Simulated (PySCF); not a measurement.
Compound: C4H4FNO.
SMILES: `FCC1=NOC=C1`

The closed-shell SCF was solved with PySCF and density fitting under several settings on one GFN2-xTB geometry (grid level 2 and gas phase unless stated).

```json
{"settings": "PBE0/pcSseg-1", "basis functions": "139", "SCF cycles": "14", "E (Eh)": "-384.1283", "HOMO (eV)": "-7.97", "LUMO (eV)": "-0.61", "dipole (D)": "1.64"}
{"settings": "wB97X-D/def2-SVPD", "basis functions": "178", "SCF cycles": "14", "E (Eh)": "-384.1920", "HOMO (eV)": "-9.86", "LUMO (eV)": "1.10", "dipole (D)": "1.70"}
{"settings": "mPW1PW91/pcSseg-1, IEF-PCM acetone", "basis functions": "139", "SCF cycles": "14", "E (Eh)": "-384.4589", "HOMO (eV)": "-7.94", "LUMO (eV)": "-0.59", "dipole (D)": "2.18"}
{"settings": "PBE0/3-21G, grid level 3, fitting basis def2-qzvpp-jkfit", "basis functions": "71", "SCF cycles": "10", "E (Eh)": "-382.0345", "HOMO (eV)": "-7.88", "LUMO (eV)": "-0.23", "dipole (D)": "1.77"}
```

**Question.** Estimate the row for these settings: PBE0/6-31G, IEF-PCM tetrahydrofuran, damping 0.2 at the start, DIIS from the seventh cycle.

**Answer.** 
```
                                                                                  settings  basis functions  SCF cycles     E (Eh)  HOMO (eV)  LUMO (eV)  dipole (D)
PBE0/6-31G, IEF-PCM tetrahydrofuran, damping 0.2 at the start, DIIS from the seventh cycle               71          15  -384.0472      -7.93      -0.45        2.37
```

**Question.** Over all rows, what range does the HOMO–LUMO gap span?

**Answer.** From 7.35 eV (mPW1PW91/pcSseg-1, IEF-PCM acetone) to 10.96 eV (wB97X-D/def2-SVPD). The functional of the narrowest has 25 % exact exchange, that of the widest range-separated exact exchange.

**Question.** And the dipole moment?

**Answer.** From 1.64 D (PBE0/pcSseg-1) to 2.37 D (PBE0/6-31G, IEF-PCM tetrahydrofuran, damping 0.2 at the start, DIIS from the seventh cycle); the largest is 1.45 times the smallest, and the median is 1.77 D.

**Question.** Compare two rows with the functional PBE0: PBE0/pcSseg-1 and PBE0/3-21G, grid level 3, fitting basis def2-qzvpp-jkfit. Which energy is lower, and by how much?

**Answer.** PBE0/pcSseg-1 (139 functions) lies 2.0938 Eh or 1314 kcal/mol below PBE0/3-21G, grid level 3, fitting basis def2-qzvpp-jkfit (71 functions).

wB97X-D ran without the empirical dispersion term, which would shift the total energy alone. Cycle counts include a coarse-grid stage where the run had one. Geometry: GFN2-xTB, one conformer.

Shape of the structure used: `[F:1][CH2:2][c:3]1[cH:4][cH:5][o:6][n:7]1`: F1–C2–C3–C4 -19°.
